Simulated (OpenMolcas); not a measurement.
# Ce3+: ligand-field states by method

Ce3+ with 6 ligands (fluoride) in trigonal antiprismatic coordination (D3d) at 2.32 Å, a polar angle of 60.8° against the regular 54.74°. A charge of +0.5 e stands 3.2 Å behind each ligand. Ligand basis ANO-RCC-VDZP.

```
Program             : OpenMolcas 26.06
Basis               : ANO-RCC-VDZP [7s6p4d2f1g]
Scalar Hamiltonian  : DKH2, point nucleus
Active space        : 1 electron in 7 orbitals (4f)
State averaging     : 2S+1 = 2 odd, 7 roots
Spin-orbit coupling : RASSI with atomic mean-field integrals over the reference wave functions
```

I. CASSCF
II. SS-CASPT2, IPEA 0.25 Eh, imaginary shift 0.1 Eh (closed shells correlated: 5s 5p and the ligand valence shells)

Spin-free states (labels of D3, the rotations of D3d) in cm-1, each column counted from its own energy of the first state listed:

```json
{"State": "2A2", "Degeneracy": "1", "I": "0", "II": "0"}
{"State": "2E", "Degeneracy": "2", "I": "451", "II": "360"}
{"State": "2A1", "Degeneracy": "1", "I": "1141", "II": "1320"}
{"State": "2E", "Degeneracy": "2", "I": "1616", "II": "1710"}
{"State": "2A2", "Degeneracy": "1", "I": "2369", "II": "2650"}
```

From I to II, I's first state of the same spin (2E) moves from 451 to 360 cm-1, by about -88 cm-1.

With spin-orbit coupling the lowest J multiplet is 1227 (I), 1390 (II) cm-1 wide, a factor of 1.13 from I to II.

χT at 300 K: I 0.47, II 0.46 cm3 K/mol.

Roots that are degenerate in the reference are averaged as groups; the widest CASPT2 spread within a group is 23 cm-1 (the 2-fold group of multiplicity 2 near 1710 cm-1 above the lowest state of its run, II). Shifts and gaps below about the spread of the groups concerned are not significant. Over all roots computed the reference weight is 0.71 in II; a low but even weight reflects the number of correlated electrons. Splittings of an f shell from a small cluster at a set distance can be off by tens of per cent, mostly too small (holds for II). No measured value stands beside these numbers; the geometry was imposed, not optimised, and the real ion may take another.
